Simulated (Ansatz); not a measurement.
## Nudged elastic band run: BCl2H4OP

Input:

```yaml
crystal:
  periodic: [false, false, false]
  atoms:
    - { symbol: B, position_ang: [0.059406, -0.73873, -0.172133] }
    - { symbol: Cl, position_ang: [0.474606, -1.423896, 1.425052] }
    - { symbol: O, position_ang: [0.997411, -0.510813, -1.118037] }
    - { symbol: H, position_ang: [1.902441, -0.715003, -0.812391] }
    - { symbol: Cl, position_ang: [-1.634665, -0.38233, -0.564049] }
    - { symbol: P, position_ang: [-0.25938, 2.381088, 1.267275] }
    - { symbol: H, position_ang: [-1.223534, 3.082626, 0.460207] }
    - { symbol: H, position_ang: [-0.027234, 3.521867, 2.119393] }
    - { symbol: H, position_ang: [-1.267951, 1.837791, 2.138083] }
basis:
  gaussian: { orbitals: def2-SVP }
hamiltonian:
  xc: blyp
  dispersion: d4
neb:
  order_check: false
  images: 7
  f_tol: 0.03
  max_iterations: 60
  final_atoms:
    - { symbol: B, position_ang: [-0.04591462, 0.67791412, -0.41942932] }
    - { symbol: Cl, position_ang: [-0.34657193, -0.60702013, 2.79630927] }
    - { symbol: O, position_ang: [1.22658151, 0.21677531, -0.43311194] }
    - { symbol: H, position_ang: [1.31686469, -0.67237791, -0.83152347] }
    - { symbol: Cl, position_ang: [-1.38055287, -0.25186536, -1.17132701] }
    - { symbol: P, position_ang: [-0.38450803, 2.48018537, 0.22959931] }
    - { symbol: H, position_ang: [-1.56211734, 2.17945299, 0.99212364] }
    - { symbol: H, position_ang: [0.52249859, 2.4574495, 1.34448697] }
    - { symbol: H, position_ang: [-0.32518, 0.57208611, 2.23627254] }
  initial_path:
    images:
      - { positions_ang: [[0.059406, -0.73873, -0.172133], [0.474606, -1.423896, 1.425052], [0.997411, -0.510813, -1.118037], [1.902441, -0.715003, -0.812391], [-1.634665, -0.38233, -0.564049], [-0.25938, 2.381088, 1.267275], [-1.223534, 3.082626, 0.460207], [-0.027234, 3.521867, 2.119393], [-1.267951, 1.837791, 2.138083]] }
      - { positions_ang: [[0.04191195, -0.55472712, -0.12860544], [0.36724931, -1.0653481, 1.62159791], [1.04614558, -0.38379696, -1.02193132], [1.79970515, -0.77488407, -0.83192037], [-1.63707569, -0.29015535, -0.64479779], [-0.26369095, 2.30566716, 1.12384619], [-1.3189, 2.93756172, 0.45105225], [-0.02865299, 3.17879282, 2.11221161], [-0.98559236, 1.6994899, 2.06194696]] }
      - { positions_ang: [[0.0244179, -0.37072424, -0.08507788], [0.25989262, -0.70680021, 1.81814381], [1.09488016, -0.25678093, -0.92582563], [1.69696931, -0.83476514, -0.85144973], [-1.63948639, -0.19798069, -0.72554659], [-0.26800191, 2.23024632, 0.98041737], [-1.41426601, 2.79249745, 0.44189749], [-0.03007198, 2.83571865, 2.10503023], [-0.70323372, 1.5611888, 1.98581092]] }
      - { positions_ang: [[0.00692385, -0.18672136, -0.04155032], [0.15253593, -0.34825231, 2.01468972], [1.14361474, -0.12976489, -0.82971995], [1.59423346, -0.89464621, -0.8709791], [-1.64189708, -0.10580604, -0.80629538], [-0.27231286, 2.15482548, 0.83698856], [-1.50963201, 2.64743317, 0.43274274], [-0.03149097, 2.49264447, 2.09784884], [-0.42087507, 1.4228877, 1.90967489]] }
      - { positions_ang: [[-0.01057019, -0.00271848, 0.00197724], [0.04517924, 0.01029559, 2.21123563], [1.19234932, -0.00274886, -0.73361426], [1.49149762, -0.95452728, -0.89050847], [-1.64430777, -0.01363139, -0.88704418], [-0.27662381, 2.07940464, 0.69355974], [-1.60499802, 2.50236889, 0.42358798], [-0.03290995, 2.1495703, 2.09066746], [-0.13851643, 1.2845866, 1.83353885]] }
      - { positions_ang: [[-0.0194063, 0.16743967, -0.1033744], [-0.05275855, -0.14403334, 2.35750404], [1.20090737, 0.05213218, -0.65848868], [1.44783938, -0.88398994, -0.87576222], [-1.57836904, -0.07318988, -0.95811489], [-0.30359487, 2.17959982, 0.57756963], [-1.59427785, 2.42163992, 0.5657219], [0.10594218, 2.2265401, 1.90412234], [-0.18518232, 1.10646148, 1.93422227]] }
      - { positions_ang: [[-0.02824241, 0.33759782, -0.20872604], [-0.15069634, -0.29836227, 2.50377245], [1.20946541, 0.10701323, -0.5833631], [1.40418115, -0.8134526, -0.86101597], [-1.51243032, -0.13274838, -1.02918559], [-0.33056592, 2.279795, 0.46157953], [-1.58355768, 2.34091094, 0.70785581], [0.24479432, 2.3035099, 1.71757721], [-0.23184821, 0.92833636, 2.0349057]] }
      - { positions_ang: [[-0.03707852, 0.50775597, -0.31407768], [-0.24863414, -0.4526912, 2.65004086], [1.21802346, 0.16189427, -0.50823752], [1.36052292, -0.74291525, -0.84626972], [-1.44649159, -0.19230687, -1.1002563], [-0.35753698, 2.37999019, 0.34558942], [-1.57283751, 2.26018196, 0.84998973], [0.38364646, 2.3804797, 1.53103209], [-0.27851411, 0.75021123, 2.13558912]] }
      - { positions_ang: [[-0.04591462, 0.67791412, -0.41942932], [-0.34657193, -0.60702013, 2.79630927], [1.22658151, 0.21677531, -0.43311194], [1.31686469, -0.67237791, -0.83152347], [-1.38055287, -0.25186536, -1.17132701], [-0.38450803, 2.48018537, 0.22959931], [-1.56211734, 2.17945299, 0.99212364], [0.52249859, 2.4574495, 1.34448697], [-0.32518, 0.57208611, 2.23627254]] }
```

Command:

```bash
$ ansatz run input.yaml --threads 2 --pin off --max-ram 3072MiB --backend cpu --events-out ev --progress --plain --runs-dir out
```

Output, in part (warnings, iteration lines, the closing report on the highest movable image, with atoms numbered from 0):

```
NEB end point (image 0): max|allowed force component| = 2.245e-2 eV/Å (the criterion of neb.relax_end_points is 1.000e-2)
NEB end point (image 8): max|allowed force component| = 2.176e-2 eV/Å (the criterion of neb.relax_end_points is 1.000e-2)
NEB iter   1: max|band force component| = 9.177e0 eV/Å  barrier→ = 6.5952 eV  barrier← = 5.8430 eV  Δτ_max = 0.2000 Å  (250 SCF iters)
NEB iter   2: max|band force component| = 4.811e0 eV/Å  barrier→ = 4.1901 eV  barrier← = 3.4378 eV  Δτ_max = 0.2000 Å  (223 SCF iters)
NEB iter   3: max|band force component| = 2.497e0 eV/Å  barrier→ = 3.1092 eV  barrier← = 2.3569 eV  Δτ_max = 0.2000 Å  (219 SCF iters)
NEB iter   4: max|band force component| = 1.484e0 eV/Å  barrier→ = 2.5013 eV  barrier← = 1.7490 eV  Δτ_max = 0.1994 Å  (220 SCF iters)
NEB iter   5: max|band force component| = 1.036e0 eV/Å  barrier→ = 2.0252 eV  barrier← = 1.2730 eV  Δτ_max = 0.1802 Å  (207 SCF iters)
NEB iter   6: max|band force component| = 9.126e-1 eV/Å  barrier→ = 2.1310 eV  barrier← = 1.3788 eV  Δτ_max = 0.1980 Å  (206 SCF iters)
NEB iter   7: max|band force component| = 8.999e-1 eV/Å  barrier→ = 2.1707 eV  barrier← = 1.4185 eV  Δτ_max = 0.2000 Å  (207 SCF iters)
NEB iter   8: max|band force component| = 1.106e0 eV/Å  barrier→ = 2.1271 eV  barrier← = 1.3749 eV  Δτ_max = 0.1017 Å  (211 SCF iters)
NEB iter   9: max|band force component| = 8.215e-1 eV/Å  barrier→ = 2.0296 eV  barrier← = 1.2774 eV  Δτ_max = 0.1010 Å  (196 SCF iters)
NEB iter  10: max|band force component| = 5.903e-1 eV/Å  barrier→ = 1.9106 eV  barrier← = 1.1583 eV  Δτ_max = 0.1008 Å  (198 SCF iters)
NEB iter  11: max|band force component| = 6.370e-1 eV/Å  barrier→ = 1.7972 eV  barrier← = 1.0449 eV  Δτ_max = 0.0501 Å  (192 SCF iters)
NEB iter  12: max|band force component| = 5.243e-1 eV/Å  barrier→ = 1.6878 eV  barrier← = 0.9355 eV  Δτ_max = 0.0500 Å  (193 SCF iters)
NEB iter  13: max|band force component| = 7.555e-1 eV/Å  barrier→ = 1.5717 eV  barrier← = 0.8195 eV  CI = image 5  Δτ_max = 0.0503 Å  (188 SCF iters)
NEB iter  14: max|band force component| = 8.299e-1 eV/Å  barrier→ = 1.6606 eV  barrier← = 0.9084 eV  CI = image 5  Δτ_max = 0.0507 Å  (189 SCF iters)
NEB iter  15: max|band force component| = 6.819e-1 eV/Å  barrier→ = 1.7818 eV  barrier← = 1.0296 eV  CI = image 5  Δτ_max = 0.0504 Å  (186 SCF iters)
NEB iter  16: max|band force component| = 4.069e-1 eV/Å  barrier→ = 1.8671 eV  barrier← = 1.1148 eV  CI = image 5  Δτ_max = 0.0503 Å  (189 SCF iters)
NEB iter  17: max|band force component| = 2.933e-1 eV/Å  barrier→ = 1.9094 eV  barrier← = 1.1571 eV  CI = image 5  Δτ_max = 0.0502 Å  (187 SCF iters)
NEB iter  18: max|band force component| = 2.833e-1 eV/Å  barrier→ = 1.9091 eV  barrier← = 1.1569 eV  CI = image 5  Δτ_max = 0.0250 Å  (186 SCF iters)
NEB iter  19: max|band force component| = 2.524e-1 eV/Å  barrier→ = 1.9041 eV  barrier← = 1.1519 eV  CI = image 5  Δτ_max = 0.0250 Å  (191 SCF iters)
NEB iter  20: max|band force component| = 2.417e-1 eV/Å  barrier→ = 1.9008 eV  barrier← = 1.1485 eV  CI = image 5  Δτ_max = 0.0499 Å  (189 SCF iters)
NEB iter  21: max|band force component| = 2.297e-1 eV/Å  barrier→ = 1.8962 eV  barrier← = 1.1439 eV  CI = image 5  Δτ_max = 0.0994 Å  (188 SCF iters)
NEB iter  22: max|band force component| = 1.806e-1 eV/Å  barrier→ = 1.8940 eV  barrier← = 1.1418 eV  CI = image 5  Δτ_max = 0.1516 Å  (188 SCF iters)
NEB iter  23: max|band force component| = 1.839e-1 eV/Å  barrier→ = 1.8935 eV  barrier← = 1.1412 eV  CI = image 5  Δτ_max = 0.0490 Å  (187 SCF iters)
NEB iter  24: max|band force component| = 1.145e-1 eV/Å  barrier→ = 1.8931 eV  barrier← = 1.1409 eV  CI = image 5  Δτ_max = 0.0610 Å  (185 SCF iters)
NEB iter  25: max|band force component| = 7.598e-2 eV/Å  barrier→ = 1.8928 eV  barrier← = 1.1406 eV  CI = image 5  Δτ_max = 0.0230 Å  (183 SCF iters)
NEB iter  26: max|band force component| = 5.252e-2 eV/Å  barrier→ = 1.8927 eV  barrier← = 1.1404 eV  CI = image 5  Δτ_max = 0.0185 Å  (188 SCF iters)
NEB iter  27: max|band force component| = 5.665e-2 eV/Å  barrier→ = 1.8926 eV  barrier← = 1.1403 eV  CI = image 5  Δτ_max = 0.0092 Å  (184 SCF iters)
NEB iter  28: max|band force component| = 6.611e-2 eV/Å  barrier→ = 1.8925 eV  barrier← = 1.1403 eV  CI = image 5  Δτ_max = 0.0046 Å  (187 SCF iters)
NEB iter  29: max|band force component| = 1.639e-2 eV/Å  barrier→ = 1.8925 eV  barrier← = 1.1403 eV  CI = image 5  Δτ_max = 0.0000 Å  (374 SCF iters)
Total energy: -37110.43229496 eV, -1363.7832324852 hartree
Atom 0 at    -0.209261     0.194160    -0.060948 Å, force     0.009303    -0.003241    -0.013082 eV/Å
Atom 1 at    -0.272535    -0.706738     2.010979 Å, force    -0.001022     0.000560     0.003712 eV/Å
Atom 2 at     0.985587    -0.170579    -0.610870 Å, force    -0.004593     0.002490     0.005843 eV/Å
Atom 3 at     1.751674    -0.122624    -0.010805 Å, force     0.000222    -0.000570    -0.002355 eV/Å
Atom 4 at    -1.729364    -0.217891    -0.909249 Å, force     0.001868     0.003933     0.002498 eV/Å
Atom 5 at    -0.335777     2.293021     0.371785 Å, force    -0.007120    -0.001022     0.000301 eV/Å
Atom 6 at    -1.477123     2.433026     1.230618 Å, force    -0.000300     0.003301    -0.001048 eV/Å
Atom 7 at     0.635722     2.555307     1.402552 Å, force     0.000374    -0.004826    -0.001525 eV/Å
Atom 8 at    -0.327823     0.794918     1.319338 Å, force     0.001268    -0.000624     0.005656 eV/Å
Dipole moment:     0.317006     0.479951     0.207215 e Å
```

The forces met the threshold. The profile has 2 maxima (images 5, 7) with wells between them (image 6): this band takes more than one step, which may be the mechanism or a detour left from its start path. Neighbouring images differ by up to 1.4 eV, so the band resolves the path poorly. A vibrational analysis at the climbing image gives one clearly imaginary mode, 721i cm⁻¹: a first-order saddle point. The orbitals stay closed-shell, which can raise the energy where a bond breaks towards radicals; this wasn't checked here.

Final band (atoms are numbered from 1 in the order of the input):

| image | path coordinate (Å) | energy (eV) | B1–Cl2 (Å) | P6–H9 (Å) | B1–P6 (Å) |
| --- | --- | --- | --- | --- | --- |
| 0 | 0.00 | 0.00 | 1.79 | 1.44 | 3.45 |
| 1 | 0.96 | 0.01 | 1.79 | 1.44 | 3.54 |
| 2 | 1.91 | 0.03 | 1.79 | 1.44 | 3.62 |
| 3 | 2.87 | 0.08 | 1.79 | 1.44 | 3.46 |
| 4 | 3.82 | 0.54 | 1.83 | 1.44 | 2.88 |
| 5 | 4.78 | 1.89 | 2.26 | 1.77 | 2.15 |
| 6 | 5.75 | 0.95 | 3.08 | 2.45 | 1.97 |
| 7 | 6.72 | 1.08 | 3.16 | 2.65 | 1.95 |
| 8 | 7.69 | 0.75 | 3.48 | 2.77 | 1.95 |

Time of the run: 4.9 min on 2 threads of Arm Neoverse V2, on a shared host, peak memory 0.14 GiB.
